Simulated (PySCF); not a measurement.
**Zn+ (zinc, charge +1): UHF calculation**

Configuration: [Ar] 3d10 4s1, 2S determinant. Calculation: PySCF 2.14, in aug-cc-pVTZ-PP with one added diffuse shell each of s, p, d, f, g type with ECP10MDF (7s7p6d4f3g, 113 functions); scalar relativity through the core potential.

```json
{
  "Total energy": "-225.676648 hartree",
  "One-electron energy": "-401.5175 hartree",
  "Hartree (Coulomb) energy": "195.5615 hartree",
  "Exchange energy": "-19.7206 hartree",
  "⟨S²⟩": "0.7509",
  "⟨L²⟩": "0.000",
  "Sum of ⟨r⟩": "16.97 bohr",
  "Sum of ⟨r²⟩": "22.03 bohr²"
}
```

```csv
shell,electrons,mean orbital energy (eV),"rms radius, mean of both spins (bohr)"
3s α,1,-169.08,0.734
3s β,1,-168.86,0.734
3p β,3,-116.54,0.777
3p α,3,-116.54,0.777
3d α,5,-30.215,0.995
3d β,5,-30.179,0.995
4s α,1,-16.964,2.73
```

Energies and moments cover only the electrons outside the core potential.
